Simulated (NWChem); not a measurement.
A series in which one site is exchanged, each optimised at PBE0/def2-SVP with NWChem, gas phase unless a solvent is named. This build's default masses of Se (78.918 u) and Br (79.917 u) are each other's, which moves their modes by up to 0.6 %. For some, no frequency run checked for a minimum. def2 effective core potentials on Sr, Te; no spin-orbit coupling.

A: Br[Te]Cl (TeBrCl; site = Te)
B: [Cl][Ca][Br] (CaBrCl; site = Ca)
C: [Br][Zn][Cl] (ZnBrCl; site = Zn)
D: [Cl][Sr][Br] (SrBrCl; site = Sr)

```
quantity                                                      A      B      C  D
---------------------------------------------------------  ----  -----  -----  -
dipole (D), PBE0/def2-SVP                                  1.97   1.04   0.26  …
orbital gap (eV), PBE0/def2-SVP                            3.61   5.58   6.92  …
vertical ionisation energy, ΔSCF, CAM-B3LYP/def2-SVP (eV)  8.82  10.26  11.02  …
static polarisability, CAM-B3LYP/def2-SVPD (bohr³)         77.8   64.1   57.7  …
lowest singlet excitation, CAM-B3LYP/def2-SVPD, TDA (eV)   2.26   4.72   5.65  …
```

What belongs in the gaps?


- dipole (D), PBE0/def2-SVP, D: 3.60
- orbital gap (eV), PBE0/def2-SVP, D: 5.22
- vertical ionisation energy, ΔSCF, CAM-B3LYP/def2-SVP (eV), D: 9.90
- static polarisability, CAM-B3LYP/def2-SVPD (bohr³), D: 69.1
- lowest singlet excitation, CAM-B3LYP/def2-SVPD, TDA (eV), D: 4.50
